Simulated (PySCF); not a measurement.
**Working out the excitation energy of Nb**

Nb [Kr] 4d4 5s1 (6D) → Nb [Kr] 4d5 (6S). Calculation: PySCF 2.14, in def2-TZVPPD with the def2 core potential (28 electrons) (6s4p3d2f1g, 56 functions); scalar relativity through the core potential. Frozen: nothing. Energies in hartree (1 hartree = 27.21139 eV):

```tsv
part	Nb (lower)	Nb (upper)
UHF	-56.329081	-56.264638
MP2 opposite-spin	-0.187237	-0.188600
MP2 same-spin	-0.116106	-0.125352
```

Q: What does Hartree-Fock give?

A: (-56.264638) − (-56.329081) = 0.064443 hartree = 1.754 eV.

Q: What do MP2 and SCS-MP2 (6/5 opposite-spin, 1/3 same-spin) give?

A: The opposite-spin parts differ by -0.037 eV and the same-spin parts by -0.252 eV. MP2: 1.754 + (-0.037) + (-0.252) = 1.465 eV. SCS-MP2: 1.754 + 1.2 × (-0.037) + (-0.252)/3 = 1.626 eV.
